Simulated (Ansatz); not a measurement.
Sr2O3 (the lowest singlet isomer of a short search), 5 atoms. Hardware: 4 threads of Arm Neoverse V2 on a shared host.

In the def2 sets Sr takes a core potential; there is no spin–orbit coupling. Correlated methods freeze 3 core orbitals; core or outer-core shells of Sr are correlated, in sets that lack core-valence functions.

Q: How many basis functions does each of these Ansatz runs have, and roughly what does it cost? PBE0-D4/def2-SVP, charge 0 quintet, energy with a search over starts; HSE06-D4/def2-TZVP, charge 0 singlet, energy, from earlier orbitals; PBE-D4/def2-TZVPD, charge 0 singlet, energy, from earlier orbitals; PBE-D4/def2-TZVP, charge 0 quintet, energy, from earlier orbitals; PBE0-D4/def2-SVP, charge 1 doublet at the geometry of the charge 0 singlet, energy with a search over starts; MP2/def2-TZVP, charge 0 singlet, energy, from earlier orbitals; r2SCAN-D4/def2-TZVPD, charge -1 doublet at the geometry of the charge 0 singlet, energy, from earlier orbitals; RPA@PBE/def2-TZVP, charge 0 triplet, energy, from earlier orbitals; MP2/def2-TZVP, charge 0 quintet, energy, from earlier orbitals; HSE06-D4/def2-TZVP, charge 0 quintet, energy, from earlier orbitals; B2PLYP/def2-TZVP, charge 0 triplet, energy, from earlier orbitals; HSE06-D4/def2-TZVP, charge 0 triplet, energy, from earlier orbitals.

A: Other jobs shared the machine, so times can vary by a factor of up to 3. A dash marks memory too small to be measured apart from the calling script's.

| run | functions | fitting or Cholesky vectors | wall time | peak host memory (GiB) |
| --- | --- | --- | --- | --- |
| MP2/def2-TZVP, charge 0 singlet, energy, from earlier orbitals | 159 | 1209 | 1.4 s | – |
| HSE06-D4/def2-TZVP, charge 0 singlet, energy, from earlier orbitals | 159 | 1097 | 1.7 s | – |
| PBE-D4/def2-TZVPD, charge 0 singlet, energy, from earlier orbitals | 186 | 1178 | 1.8 s | – |
| PBE-D4/def2-TZVP, charge 0 quintet, energy, from earlier orbitals | 159 | 1079 | 2.6 s | – |
| MP2/def2-TZVP, charge 0 quintet, energy, from earlier orbitals | 159 | 1200 | 3.2 s | – |
| PBE0-D4/def2-SVP, charge 1 doublet at the geometry of the charge 0 singlet, energy with a search over starts | 88 | 847 | 4.7 s | – |
| RPA@PBE/def2-TZVP, charge 0 triplet, energy, from earlier orbitals | 159 | 1213 | 5.5 s | – |
| B2PLYP/def2-TZVP, charge 0 triplet, energy, from earlier orbitals | 159 | 1213 | 7 s | – |
| HSE06-D4/def2-TZVP, charge 0 triplet, energy, from earlier orbitals | 159 | 1097 | 7.5 s | 0.67 |
| HSE06-D4/def2-TZVP, charge 0 quintet, energy, from earlier orbitals | 159 | 1097 | 8 s | 0.67 |
| PBE0-D4/def2-SVP, charge 0 quintet, energy with a search over starts | 88 | 848 | 8.5 s | – |
| r2SCAN-D4/def2-TZVPD, charge -1 doublet at the geometry of the charge 0 singlet, energy, from earlier orbitals | 186 | 1178 | 9 s | – |
